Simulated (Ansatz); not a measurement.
Cartesian coordinates in Å:
```
O 1.701 -1.017 -0.981
C 0.687 -0.576 -1.500
B 0.357 0.547 -0.506
Ge -0.739 0.166 1.195
H 0.276 -1.003 -2.431
H 0.879 1.606 -0.685
H -0.018 0.660 2.459
H -2.067 0.942 1.084
H -1.075 -1.325 1.366
```

The species carries charge 0 and has multiplicity 1.

Task: List the CAM-B3LYP/def2-TZVPP orbital energies in eV (the Gaussian-basis code of Ansatz). (Estimate.)

Result: Ansatz gave: Occupied: -10851.81, -1356.10, -1207.05, -1207.04, -1207.04, -523.43, -281.51, -186.47, -170.89, -121.19, -121.18, -121.16, -34.77, -34.76, -34.73, -34.69, -34.69, -31.61, -19.53, -17.76, -16.50, -14.61, -13.74, -12.71, -11.05, -10.89, -9.85, -9.16. Lowest empty: -0.71, -0.35, 1.84, 2.09, 2.65, 2.85, 3.00, 3.54.
